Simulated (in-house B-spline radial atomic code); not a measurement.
Radial electron density of Tl⁺, [Xe] 4f14 5d10 6s2. Computed with a radial B-spline atomic code at the basis-set limit: scalar-relativistic (X2C) LC-wPBE, spin-polarised, spherical fractional occupations, Fermi nucleus of rms radius 5.4759 fm.

One-electron X2C: radii and densities carry no picture-change correction, so inner-shell <1/r> comes out high (for 1s by about 2 % at Z = 33, 5 % at 54, 10 % at 75, 30 % at 118) and <r> low.

Columns: r (bohr), 4πr²n(r) (electrons per bohr), bar.

```
0.000247    3.136 #
0.000308    4.235 #
0.000385    5.709 ##
0.000481    7.654 ##
  0.0006    10.19 ###
0.000749    13.52 ####
0.000935    17.82 #####
 0.00117    23.39 #######
 0.00146    30.33 #########
 0.00182    38.86 ###########
 0.00227    49.14 ##############
 0.00284    61.27 ##################
 0.00354    74.51 #####################
 0.00442    88.35 #########################
 0.00552    101.4 #############################
 0.00689    111.7 ################################
  0.0086    117.4 ##################################
  0.0107    117.1 ##################################
  0.0134    111.2 ################################
  0.0167    103.2 ##############################
  0.0209    99.14 #############################
  0.0261    105.6 ##############################
  0.0326    123.6 ####################################
  0.0407    144.6 ##########################################
  0.0508      153 ############################################
  0.0634    141.2 #########################################
  0.0792    122.3 ###################################
  0.0988      121 ###################################
   0.123    137.7 ########################################
   0.154    139.3 ########################################
   0.192    108.6 ###############################
    0.24     80.8 #######################
     0.3    86.45 #########################
   0.374    94.43 ###########################
   0.467    73.53 #####################
   0.583    43.14 ############
   0.728    27.99 ########
   0.909    23.28 #######
    1.14    17.61 #####
    1.42    10.95 ###
    1.77    5.955 ##
    2.21    2.968 #
    2.76    1.289 
    3.44   0.4475 
     4.3     0.11 
    5.37  0.01711 
     6.7 0.001478 
    8.37 5.609e-05
```

On this grid the curve has 4 maxima, near 0.0086, 0.0508, 0.154, 0.374 bohr.

The 6s up radial function P(r) = rR(r), positive near the nucleus:

```tsv
r (bohr)	P
0.000247	0.01698
0.000385	0.02288
0.0006	0.03051
0.000935	0.04021
0.00146	0.05214
0.00227	0.06559
0.00354	0.07884
0.00552	0.08716
0.0086	0.08182
0.0134	0.05044
0.0209	-0.01517
0.0326	-0.09497
0.0508	-0.1131
0.0792	0.0127
0.123	0.1653
0.192	0.02181
0.3	-0.2386
0.467	0.05121
0.728	0.3667
1.14	-0.1399
1.77	-0.7051
2.76	-0.6089
4.3	-0.2174
6.7	-0.02674
```
